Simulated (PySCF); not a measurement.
SMILES [F][Ge]([GeH3])([GeH3])[GeH3] (H₉FGe₄) (B3LYP/def2-SVP optimised geometry):

```
14

F     -2.905     0.329     1.875
Ge    -1.137     0.217     1.998
Ge    -0.308     1.390     0.000
Ge    -0.588     1.347     4.114
Ge    -0.673    -2.200     2.004
H      1.237     1.390     0.000
H     -0.807     2.850     0.000
H     -0.806     0.685    -1.278
H     -1.070     2.812     4.075
H     -1.265     0.622     5.295
H      0.942     1.330     4.328
H     -1.319    -2.864     3.238
H     -1.237    -2.850     0.724
H      0.853    -2.433     2.053
```

Computed with PySCF with B3LYP/def2-TZVP.

Q: What are the frontier orbital energies and the dipole moment?

A: HOMO-2 -9.55 eV, HOMO-1 -7.57 eV, HOMO -7.57 eV, LUMO -1.20 eV, LUMO+1 -0.83 eV; dipole moment 1.95 D.

On the same geometry PBE/def2-TZVP (PySCF 2.14.0) gives HOMO-2 -8.45 eV, HOMO-1 -6.69 eV, HOMO -6.69 eV, LUMO -1.80 eV, LUMO+1 -1.41 eV; dipole moment 1.81 D.

Meta-Löwdin charges at B3LYP/def2-TZVP: F1 -0.53, Ge2 0.50, Ge3 0.14, Ge4 0.14, Ge5 0.14, H6 -0.05, H7 -0.04, H8 -0.04, H9 -0.04, H10 -0.04, H11 -0.05, H12 -0.04, H13 -0.04, H14 -0.05.
